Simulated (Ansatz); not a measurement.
Start from `[SnH3][CH2]C1=CC1` and change one atom or group to get `[F][GeH2][C]1=CC1`.

Ansatz, PBE0-D4/def2-TZVP geometries, multiplicity 1. Each molecule was computed in one conformer, which needn't be the lowest.

Elements past krypton have def2 core potentials. Scalar relativity is left out up to krypton.

| property | `[SnH3][CH2]C1=CC1` |
| --- | --- |
| LUMO energy (B3LYP/def2-TZVPP) / eV | -0.42 |
| HOMO energy (B3LYP/def2-TZVPP) / eV | -6.33 |
| HOMO–LUMO gap (PBE/def2-TZVPP) / eV | 4.41 |
| HOMO–LUMO gap (ωB97M-V/def2-TZVPP) / eV | 9.99 |
| LUMO energy (PBE0/def2-TZVPP) / eV | -0.17 |
| HOMO energy (PBE0/def2-TZVPP) / eV | -6.51 |

(1) What does the change do to each property? (An estimate is asked.)

Answers

(1) Ansatz gave: 
```
                               property  `[F][GeH2][C]1=CC1`  shift
    LUMO energy (B3LYP/def2-TZVPP) / eV                -0.85  -0.43
    HOMO energy (B3LYP/def2-TZVPP) / eV                -7.32  -0.99
    HOMO–LUMO gap (PBE/def2-TZVPP) / eV                 4.76   0.35
HOMO–LUMO gap (ωB97M-V/def2-TZVPP) / eV                11.24   1.25
     LUMO energy (PBE0/def2-TZVPP) / eV                -0.63  -0.46
     HOMO energy (PBE0/def2-TZVPP) / eV                -7.53  -1.02
```

With PBE0 the HOMO falls by 1.02 eV and the LUMO falls by 0.46 eV, so the gap widens by about 0.56 eV. PBE moves the HOMO by -0.93 eV and ωB97M-V by -1.10 eV.

B3LYP here is the variant with VWN-RPA as its local correlation; programs differ in this.
